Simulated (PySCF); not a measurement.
# What a mistake does to a calculation on GeH3NOSi

All numbers below are calculated, not measured. They come from PySCF 2.14.0, an open-source quantum chemistry program, on an isolated molecule that a program drew, which may never have been made. The molecule is GeH3NOSi (charge 0, singlet), drawn as the SMILES string `[OH][GeH]=[N][SiH]`.

Each row is a Hartree-Fock (HF) and frozen-core CCSD(T) single point in the cc-pV(D+d)Z basis, meant for a local HF minimum. Run 1 is clean. Each other run has one planted mistake out of seven kinds, and not every kind appears here: one electron removed, one electron added, multiplicity raised by two, geometry at a saddle point, minimal basis STO-3G, one bond length entered in bohr, all coordinates scaled. The reference is restricted for singlets and unrestricted otherwise, and also for a bond in bohr. Adding or removing an electron swaps singlet and doublet. Electrons count all cores. HOMO and LUMO are orbital energies over both spins, the gradient is its largest component, and the lowest frequency (negative if imaginary) is given only where the gradient is small. Bond lengths are over the 6 bonds as drawn. T1 is the CCSD diagnostic: over 0.02 (restricted) or 0.045 (unrestricted) a single reference is doubtful. Germanium has the cc-pVDZ-PP basis, with a core potential (ECP10MDF) in place of its 10 inner electrons, and its 3s, 3p and 3d shells are frozen in CCSD(T).

Geometry of the clean run:
```xyz
7
GeH3NOSi, angstrom
O     1.6190   -3.3884   -1.1326
Ge    0.4226   -2.1162   -1.2093
N     0.2080   -0.9853   -0.0255
Si   -0.2991   -0.0376    1.2673
H     2.1380   -3.3966   -0.3386
H    -0.2650   -2.2715   -2.5391
H     0.5920    1.1868    1.0292
```

```
run,electrons,basis functions,<S^2>,HOMO (eV),LUMO (eV),gradient (hartree/bohr),lowest frequency (cm^-1),mean bond (Å),longest bond (Å),T1,HF (hartree),CCSD(T) (hartree),mistake
1,64,89,0.000,-7.58,1.85,1.7e-05,75,1.5112,1.748,0.0216,-713.32157,-713.90063,no fault
2,65,89,0.872,0.23,6.66,7.9e-02,-,1.5112,1.748,0.0348,-713.28280,-713.86575,one electron added
3,64,89,0.898,-7.72,1.58,2.2e-02,-,1.6519,1.793,0.0696,-713.18524,-713.75528,one bond length entered in bohr
4,64,89,0.000,-7.22,2.31,8.8e-02,-,1.3994,1.619,0.0180,-713.26223,-713.81906,?
```

**Which mistake was planted in run 4, and what did it cost?**

The mean and the longest bond both change by the same factor, 0.926, and the gradient is no longer small. So the mistake is: all coordinates scaled. Subtracting run 1 and multiplying by 627.51 kcal/mol a hartree, the energy moved by 37.2 kcal/mol in HF and 51.2 kcal/mol in CCSD(T).

Cautions from the logs. Run 1: T1 is over the limit, so its CCSD(T) energy is less reliable; run 2: the HOMO is above zero, so the electron isn't bound and the energy depends on the basis; run 3: T1 is over the limit, so its CCSD(T) energy is less reliable.
